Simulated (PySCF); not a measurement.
Species: C8H9BS.
Bonds: C1–C2 (triple), C2–C3, C3–C4 (aromatic), C4–C5 (aromatic), C5–C6 (aromatic), C6–B7, B7–C8, B7–C9, C6–S10 (aromatic), C3–S10 (aromatic). Hydrogens: H11 on C1; H12 on C4; H13 on C5; H14, H15, H16 on C8; H17, H18, H19 on C9.

Computed by this run: PySCF, PBE0-D3(BJ)/def2-SVP geometry optimisation, gas phase; density fitting, grid level 2; the optimiser is geomeTRIC in internal coordinates, started from a GFN2-xTB structure.

Step 0: E = -19928.5805 eV
```
atom  x, y, z in Å  |  force x, y, z in eV/Å
C1      4.6200   -0.7745   -1.4979    0.181  -0.028  -0.067
C2      3.5436   -0.6110   -0.9871   -0.503   0.082   0.195
C3      2.2846   -0.4187   -0.4116   -0.453   0.146  -0.399
C4      1.9470   -0.5136    0.9181   -0.114   0.017   0.117
C5      0.5903   -0.2644    1.1438   -0.019   0.004  -0.044
C6     -0.1437    0.0260    0.0129    0.269   0.014  -0.508
B7     -1.6419    0.3397   -0.1182   -0.489   0.103  -0.094
C8     -2.2706    0.6216   -1.5376    0.319   0.116   0.424
C9     -2.5522    0.3717    1.1731    0.275  -0.217  -0.434
S10     0.9093   -0.0121   -1.3821   -0.099  -0.032   0.412
H11     5.5632   -0.9193   -1.9328    0.992  -0.150  -0.468
H12     2.6608   -0.7546    1.6864    0.384  -0.122   0.348
H13     0.1469   -0.2916    2.1238   -0.284  -0.022   0.520
H14    -1.5561    0.9939   -2.2694    0.297   0.127  -0.337
H15    -3.1110    1.3115   -1.5002   -0.377   0.275   0.070
H16    -2.6642   -0.3140   -1.9378   -0.189  -0.476  -0.118
H17    -2.2741   -0.3674    1.9208    0.177  -0.301   0.351
H18    -3.6082    0.2401    0.9499   -0.446  -0.020  -0.146
H19    -2.4536    1.3460    1.6535    0.077   0.486   0.177
```

**Question.** Estimate the geometry and energy of step 1. (The exact step hangs on the optimiser's Hessian estimate; all steps are aligned on step 0, rigid shifts and turns removed.)

**Answer.** E = -19928.6598 eV, largest force 0.201 eV/Å
```
atom  x, y, z in Å  |  force x, y, z in eV/Å
C1      4.6474   -0.7750   -1.5097    0.177  -0.023  -0.094
C2      3.5597   -0.6073   -0.9990   -0.098   0.014   0.045
C3      2.2890   -0.4159   -0.4097    0.027   0.011  -0.011
C4      1.9522   -0.5192    0.9332    0.066  -0.023   0.045
C5      0.5864   -0.2763    1.1612   -0.049   0.000   0.064
C6     -0.1417    0.0201    0.0163   -0.037   0.015   0.013
B7     -1.6533    0.3412   -0.1269    0.046   0.001   0.004
C8     -2.2772    0.6386   -1.5392   -0.028   0.006  -0.086
C9     -2.5582    0.3622    1.1609   -0.049  -0.007   0.079
S10     0.9088   -0.0065   -1.3575    0.005  -0.006  -0.037
H11     5.6128   -0.9244   -1.9629   -0.089   0.016   0.047
H12     2.6853   -0.7640    1.7034   -0.025   0.001  -0.027
H13     0.1267   -0.3105    2.1516    0.009  -0.009  -0.039
H14    -1.5667    0.9854   -2.3059   -0.001  -0.017   0.012
H15    -3.1221    1.3445   -1.4932    0.013  -0.015   0.020
H16    -2.7024   -0.3149   -1.9125    0.005   0.032   0.039
H17    -2.2575   -0.3516    1.9437    0.017   0.019  -0.017
H18    -3.6267    0.2129    0.9408    0.016   0.007  -0.012
H19    -2.4723    1.3701    1.6133   -0.001  -0.023  -0.045
```

The energy changes by -0.0792 eV. The first-order estimate −F·Δx gives -0.1610 eV and the mean of the old and new forces, exact on a quadratic surface, -0.0793 eV. The step makes an angle of 60° with the force vector and moves no atom by more than 0.058 Å.

The cost below is that of the whole optimisation. Time: 1.9 min; peak memory 0.93 GiB. Hardware: an AMD EPYC 9R45 with one thread, no GPU, shared host with 96 logical CPUs at a one-minute load of 6.5.
